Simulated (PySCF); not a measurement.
(F)2Al-NH-SiH3.
Bonds: Al1–F2, Al1–F3, Al1–N4, N4–Si5. Hydrogens: H6 on N4; H7, H8, H9 on Si5.

Method used: PBE0-D3(BJ)/def2-SVP geometry optimisation, gas phase in PySCF 2.14.0.

Problem. How far are the bound atoms from Al1?

Solution. 3 atoms: F2 1.651 Å, F3 1.654 Å, N4 1.764 Å. The nearest atom not counted as bound is H6, at 2.39 Å.

Problem. List the angles at Al1.

Solution. 
| angle | degrees | distance of the outer atoms (Å) |
| --- | --- | --- |
| F2–Al1–N4 | 121.6 | 2.98 |
| F3–Al1–N4 | 119.8 | 2.96 |
| F2–Al1–F3 | 118.5 | 2.84 |

Problem. What is the shape at Al1?

Solution. Planar: angles 121.6°, 119.8° and 118.5°, sum 360.0°, 0.00 Å off the plane of its three neighbours.

Problem. What are the other bond lengths?

Solution. N4–Si5 1.745 Å; N4–H6 1.019 Å; Si5–H7, Si5–H8, Si5–H9 1.495 Å.

Problem. Give some angles away from the centre.

Solution. Al1–N4–Si5 129.4°.

Problem. What are the rotational constants (commonest isotopes, rigid rotor)?

Solution. A = 5969, B = 1587, C = 1272 MHz: an asymmetric top.

Point group: near Cs, missed by 0.09 Å at most; the miss may be what the optimiser left on a soft mode. Charge 0, singlet. Not checked by PBE0-D3(BJ)/def2-SVP frequencies.
